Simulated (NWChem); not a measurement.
System: GaSi2H7; SMILES [SiH3][GaH][SiH3]

Input file for NWChem:

```
start job
memory heap 200 mb stack 900 mb global 1100 mb
geometry units angstroms noautoz
  Ga    -0.695597    -0.000029    -0.000092
  H     -2.285620    -0.000524     0.018785
  Si     0.408810    -2.175822    -0.004252
  H      0.032805    -2.942425     1.220260
  H      1.895918    -2.092330    -0.046277
  H     -0.033911    -2.977194    -1.183174
  Si     0.408374     2.175946    -0.007134
  H      1.892812     2.093423    -0.106533
  H      0.079980     2.913917     1.248498
  H     -0.078153     3.004451    -1.149222
end
basis spherical
  Ga library def2-svp
  H library def2-svp
  Si library def2-svp
end
dft
  xc mn15
  iterations 150
  mulliken
end
task dft energy
```

Parts of the log:

```
             Northwest Computational Chemistry Package (NWChem) 7.3.0
             --------------------------------------------------------

 C1  symmetry detected

                             Geometry "geometry" -> ""
                             -------------------------

 Output coordinates in angstroms (scale by  1.889725989 to convert to a.u.)

  No.       Tag          Charge          X              Y              Z
 ---- ---------------- ---------- -------------- -------------- --------------
    1 Ga                  31.0000    -0.56500889     0.00001978    -0.00075044
    2 H                    1.0000    -2.15511123    -0.00033884     0.00945437
    3 Si                  14.0000     0.53920925    -2.17587299    -0.00021183
    4 H                    1.0000     0.15646283    -2.94318575     1.22176438
    5 H                    1.0000     2.02653181    -2.09249374    -0.03407504
    6 H                    1.0000     0.10285260    -2.97648652    -1.18201845
    7 Si                  14.0000     0.53917923     2.17589598    -0.00044680
    8 H                    1.0000     2.02412985     2.09329542    -0.09179877
    9 H                    1.0000     0.20400831     2.91313358     1.25382459
   10 H                    1.0000     0.05896251     3.00514081    -1.14466661

 Effective nuclear repulsion energy (a.u.)     298.2079479209

                                 NWChem DFT Module
                                 -----------------

 Summary of "ao basis" -> "ao basis" (spherical)
 ------------------------------------------------------------------------------
       Tag                 Description            Shells   Functions and Types
 ---------------- ------------------------------  ------  ---------------------
 Ga                         def2-svp                12       32   5s4p3d
 H                          def2-svp                 3        5   2s1p
 Si                         def2-svp                 8       18   4s3p1d

            General Information
            -------------------
          SCF calculation type: DFT
          Wavefunction type:  closed shell.
          No. of atoms     :    10
          No. of electrons :    66
           Alpha electrons :    33
            Beta electrons :    33
          Charge           :     0
          Spin multiplicity:     1
          Use of symmetry is: off; symmetry adaption is: off
          Maximum number of iterations: 150
          AO basis - number of functions:   103
                     number of shells:    49
          Convergence on energy requested:  1.00D-06
          Convergence on density requested:  1.00D-05
          Convergence on gradient requested:  5.00D-04

              XC Information
              --------------
                         MN15 Method XC Functional
                     Hartree-Fock (Exact) Exchange  0.440
                          MN15 Exchange Functional  1.000
                        MN15 Correlation Potential  1.000

             Grid Information
             ----------------
          Grid used for XC integration:  medium
          Radial quadrature: Mura-Knowles
          Angular quadrature: Lebedev.
          Tag              B.-S. Rad. Rad. Pts. Rad. Cut. Ang. Pts.
          ---              ---------- --------- --------- ---------
          Ga                  1.30      112          10.0       590
          H                   0.35       45          14.0       434
          Si                  1.10       88          12.0       590
          Grid pruning is: on
          Number of quadrature shells:   603
          Spatial weights used:  Erf1

      Superposition of Atomic Density Guess
      -------------------------------------

 Sum of atomic energies:       -2503.94790279

      Non-variational initial energy
      ------------------------------

 Total energy =   -2504.735323
 1-e energy   =   -4083.728220
 2-e energy   =    1280.784948
 HOMO         =      -0.252008
 LUMO         =      -0.038428

     ---------------------------------------------
      Total Density - Mulliken Population Analysis
     ---------------------------------------------

    Atom       Charge   Shell Charges
 -----------   ------   -------------------------------------------------------
    1 Ga  31    30.45   2.00  2.00  2.00  1.07  0.24  6.00  5.98  0.70  0.44  8.09  1.83  0.11
    2 H    1     1.20   0.71  0.49  0.01
    3 Si  14    13.99   2.00  1.99  1.04  0.32  5.94  1.18  1.43  0.08
    4 H    1     1.06   0.69  0.36  0.01
    5 H    1     1.06   0.69  0.36  0.01
    6 H    1     1.06   0.69  0.36  0.01
    7 Si  14    13.98   2.00  1.99  1.04  0.32  5.94  1.18  1.43  0.08
    8 H    1     1.06   0.69  0.36  0.01
    9 H    1     1.06   0.69  0.36  0.01
   10 H    1     1.06   0.69  0.36  0.01

   convergence    iter        energy       DeltaE   RMS-Dens  Diis-err
 ---------------- ----- ----------------- --------- --------- ---------
 d= 0,ls=0.0,diis     1  -2507.5276842749 -2.81D+03  7.31D-03  6.33D-01
 d= 0,ls=0.0,diis     2  -2507.5695307869 -4.18D-02  1.47D-03  7.75D-02
 d= 0,ls=0.0,diis     3  -2507.5723441247 -2.81D-03  6.69D-04  3.72D-02
 d= 0,ls=0.0,diis     4  -2507.5741562844 -1.81D-03  2.32D-04  6.91D-04
 d= 0,ls=0.0,diis     5  -2507.5742262754 -7.00D-05  5.60D-05  2.21D-05
  Resetting Diis
 d= 0,ls=0.0,diis     6  -2507.5742312079 -4.93D-06  1.04D-05  2.67D-07
 d= 0,ls=0.0,diis     7  -2507.5742312754 -6.74D-08  3.99D-06  3.69D-08

         Total DFT energy =    -2507.574231275351
      One electron energy =    -4083.213343715805
           Coulomb energy =     1396.774879504011
    Exchange-Corr. energy =     -119.343714984468
 Nuclear repulsion energy =      298.207947920911

 Numeric. integr. density =       65.999995135500

                       DFT Final Molecular Orbital Analysis
                       ------------------------------------

 Vector   31  Occ=2.000000D+00  E=-3.800592D-01
              MO Center=  1.1D+00, -2.2D-03, -4.2D-02, r^2= 7.3D+00
   Bfn.  Coefficient  Atom+Function         Bfn.  Coefficient  Atom+Function
  ----- ------------  ---------------      ----- ------------  ---------------
    61      0.282060   5 H  s                89     -0.281425   8 H  s
    45      0.199224   3 Si px               78     -0.198932   7 Si px
    48      0.154832   3 Si px               81     -0.154582   7 Si px
    99      0.138243  10 H  s                62      0.135470   5 H  s
    90     -0.135211   8 H  s                56     -0.127963   4 H  s

 Vector   32  Occ=2.000000D+00  E=-3.155347D-01
              MO Center= -5.8D-01,  3.6D-04, -1.5D-03, r^2= 4.5D+00
   Bfn.  Coefficient  Atom+Function         Bfn.  Coefficient  Atom+Function
  ----- ------------  ---------------      ----- ------------  ---------------
    33      0.342317   2 H  s                12     -0.303205   1 Ga px
    34      0.204758   2 H  s                15     -0.189446   1 Ga px
     9      0.172155   1 Ga px                4     -0.143617   1 Ga s
    46     -0.128020   3 Si py               61      0.127668   5 H  s
    79      0.128009   7 Si py               89      0.127560   8 H  s

 Vector   33  Occ=2.000000D+00  E=-2.881336D-01
              MO Center=  8.4D-02, -2.8D-04, -1.1D-03, r^2= 5.1D+00
   Bfn.  Coefficient  Atom+Function         Bfn.  Coefficient  Atom+Function
  ----- ------------  ---------------      ----- ------------  ---------------
    13      0.322060   1 Ga py               46     -0.235260   3 Si py
    79     -0.235130   7 Si py               49     -0.219174   3 Si py
    82     -0.219010   7 Si py               10     -0.173918   1 Ga py
    16      0.157829   1 Ga py               43      0.125419   3 Si py
    76      0.125347   7 Si py               40     -0.124441   3 Si s

 Vector   34  Occ=0.000000D+00  E=-7.897394D-02
              MO Center= -3.8D-01,  3.8D-07, -3.5D-03, r^2= 4.2D+00
   Bfn.  Coefficient  Atom+Function         Bfn.  Coefficient  Atom+Function
  ----- ------------  ---------------      ----- ------------  ---------------
    17      0.595638   1 Ga pz               14      0.423699   1 Ga pz
    11     -0.218921   1 Ga pz               95     -0.184148   9 H  s
    57     -0.180033   4 H  s                67      0.176211   6 H  s
   100      0.171512  10 H  s                50      0.138146   3 Si pz
    83      0.138092   7 Si pz               94     -0.097542   9 H  s

 Vector   35  Occ=0.000000D+00  E= 1.962225D-02
              MO Center=  1.0D-01, -7.5D-05,  7.5D-04, r^2= 6.6D+00
   Bfn.  Coefficient  Atom+Function         Bfn.  Coefficient  Atom+Function
  ----- ------------  ---------------      ----- ------------  ---------------
     5      0.982233   1 Ga s                15      0.642945   1 Ga px
    41     -0.615792   3 Si s                74     -0.617227   7 Si s
    48      0.539036   3 Si px               81      0.538988   7 Si px
     4      0.424496   1 Ga s                49     -0.376958   3 Si py
    82      0.377216   7 Si py               40     -0.308741   3 Si s

 Vector   36  Occ=0.000000D+00  E= 4.287729D-02
              MO Center=  2.1D-02,  4.2D-03, -3.0D-03, r^2= 7.1D+00
   Bfn.  Coefficient  Atom+Function         Bfn.  Coefficient  Atom+Function
  ----- ------------  ---------------      ----- ------------  ---------------
    16      1.069486   1 Ga py               41      0.771182   3 Si s
    74     -0.772054   7 Si s                62     -0.634799   5 H  s
    90      0.636441   8 H  s                49      0.598243   3 Si py
    82      0.599595   7 Si py               48      0.346057   3 Si px
    81     -0.346771   7 Si px               40      0.185545   3 Si s

     ---------------------------------------------
      Total Density - Mulliken Population Analysis
     ---------------------------------------------

    Atom       Charge   Shell Charges
 -----------   ------   -------------------------------------------------------
    1 Ga  31    30.80   2.00  2.00  1.98  1.14  0.18  6.00  5.96  0.99  0.52  8.02  1.83  0.18
    2 H    1     1.08   0.72  0.36  0.01
    3 Si  14    13.86   2.00  1.97  1.01  0.31  5.93  1.33  1.22  0.09
    4 H    1     1.07   0.75  0.31  0.01
    5 H    1     1.07   0.75  0.30  0.01
    6 H    1     1.07   0.75  0.31  0.01
    7 Si  14    13.86   2.00  1.97  1.01  0.31  5.93  1.33  1.22  0.09
    8 H    1     1.07   0.75  0.30  0.01
    9 H    1     1.07   0.75  0.31  0.01
   10 H    1     1.07   0.75  0.30  0.01

     -------------------------------------------
      Total Density - Lowdin Population Analysis
     -------------------------------------------

    Atom       Charge   Shell Charges
 -----------   ------   -------------------------------------------------------
    1 Ga  31    30.92   2.00  2.00  1.94  0.77  0.37  5.99  5.83  1.08  0.81  7.76  2.03  0.35
    2 H    1     1.09   0.61  0.46  0.02
    3 Si  14    13.74   2.00  1.93  0.66  0.38  5.82  1.34  1.45  0.17
    4 H    1     1.08   0.65  0.41  0.02
    5 H    1     1.09   0.65  0.42  0.02
    6 H    1     1.08   0.65  0.41  0.02
    7 Si  14    13.74   2.00  1.93  0.66  0.38  5.82  1.34  1.45  0.17
    8 H    1     1.09   0.65  0.42  0.02
    9 H    1     1.08   0.65  0.41  0.02
   10 H    1     1.08   0.65  0.41  0.02

     Multipole analysis of the density
     ---------------------------------

     L   x y z        total         alpha         beta         nuclear
     -   - - -        -----         -----         ----         -------
     0   0 0 0     -0.000000    -33.000000    -33.000000     66.000000

     1   1 0 0     -0.035831     -0.017915     -0.017915      0.000000
     1   0 1 0      0.000188      0.000094      0.000094     -0.000000
     1   0 0 1     -0.005668     -0.002834     -0.002834      0.000000

     2   2 0 0    -38.742111    -74.660650    -74.660650    110.579188
     2   1 1 0     -0.000052     -0.001981     -0.001981      0.003911
     2   1 0 1      0.025659      0.029228      0.029228     -0.032798
     2   0 2 0    -40.071903   -334.940796   -334.940796    629.809689
     2   0 1 1      0.001145     -0.011989     -0.011989      0.025123
     2   0 0 2    -34.485084    -27.566332    -27.566332     20.647579
```

Level: MN15/def2-SVP. Coordinates come from a B3LYP/6-31G* (spherical d) optimisation.
